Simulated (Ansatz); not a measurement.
Reaction (cleavage of the Si–Al bond): `O[SiH2][AlH][Cl]` + `[AsH3]` → `O[SiH2][AsH2]` + `[AlH2][Cl]`

Computed with Ansatz on PBE0-D4/def2-TZVP structures; ΔE is electronic, products minus reactants. CCSD(T)/CBS is the MP2 limit (def2-TZVPP, def2-QZVPP) plus CCSD(T) − MP2 in def2-TZVPP, frozen cores. This one scheme is used for every species. Functionals use def2-TZVPP. For As outer-core shells are correlated without core-valence functions, which leaves a few kJ/mol of doubt a bond. Scalar relativity is left out up to krypton. Each species was taken in one conformer, which may not be the lowest.

```json
{"level": "PBE-D4", "ΔE (kJ/mol)": "-21.8", "difference from CCSD(T)/CBS": "11.7"}
{"level": "PBE0-D4", "ΔE (kJ/mol)": "-26.0", "difference from CCSD(T)/CBS": "7.5"}
{"level": "r2SCAN0-D4", "ΔE (kJ/mol)": "-31.9", "difference from CCSD(T)/CBS": "1.6"}
{"level": "ωB97X-V", "ΔE (kJ/mol)": "-30.0", "difference from CCSD(T)/CBS": "3.5"}
{"level": "ωB97M-V", "ΔE (kJ/mol)": "-35.3", "difference from CCSD(T)/CBS": "-1.8"}
{"level": "B2PLYP", "ΔE (kJ/mol)": "-33.0", "difference from CCSD(T)/CBS": "0.5"}
{"level": "PBE-QIDH", "ΔE (kJ/mol)": "-33.1", "difference from CCSD(T)/CBS": "0.4"}
{"level": "revPBE", "ΔE (kJ/mol)": "-22.0", "difference from CCSD(T)/CBS": "11.5"}
{"level": "CCSD/def2-TZVPP", "ΔE (kJ/mol)": "-31.9", "difference from CCSD(T)/CBS": "1.6"}
{"level": "MP2/CBS(def2)", "ΔE (kJ/mol)": "-42.6", "difference from CCSD(T)/CBS": "-9.1"}
{"level": "CCSD(T)/CBS", "ΔE (kJ/mol)": "-33.5", "difference from CCSD(T)/CBS": "0"}
```

Largest T1 diagnostic among the species: 0.011.

From PBE to PBE0 (25 % exact exchange), in def2-TZVPP and without D4, ΔE moves by −4.4 kJ/mol. Leaving LDA and LC-ωPBE aside and taking each functional with its dispersion term where it has one, the values spread over 13.5 kJ/mol, from ωB97M-V to PBE-D4. At CCSD(T), def2-SVP lies +6.3 kJ/mol from the extrapolated value and def2-TZVPP +2.2 kJ/mol.
